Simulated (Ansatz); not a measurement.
Mulliken charges of `ClC1CBO1` from r2SCAN/def2-TZVPP in Ansatz (PBE0-D4/def2-TZVP geometry).

```tsv
atom	x (Å)	y (Å)	z (Å)	charge (e)
Cl1	-1.971	-0.934	0.931	-0.151
C2	-0.871	0.121	0.031	0.246
C3	0.551	0.255	0.574	-0.206
B4	0.857	-0.325	-0.860	0.161
O5	-0.462	-0.476	-1.206	-0.276
H6	-1.414	1.046	-0.160	0.071
H7	0.757	-0.415	1.408	0.081
H8	0.863	1.266	0.834	0.069
H9	1.777	-0.584	-1.571	0.005
```

Q: By hand: the dipole of these point charges (1 e Å = 4.8032 D).

A: Σ q r = (0.265, 0.322, 0.096) e Å, of length 0.428 e Å = 2.06 D.

Q: How does the dipole of the full density compare? (Best estimate.)

A: The calculation gave: (0.276, 0.331, 0.117) e Å, 2.14 D; the point charges give 0.96 times that, at 2° from its direction.

Point charges leave out the atoms' own dipoles, such as those of lone pairs, and Mulliken's split depends on the basis, so the close match here is no proof of good charges.
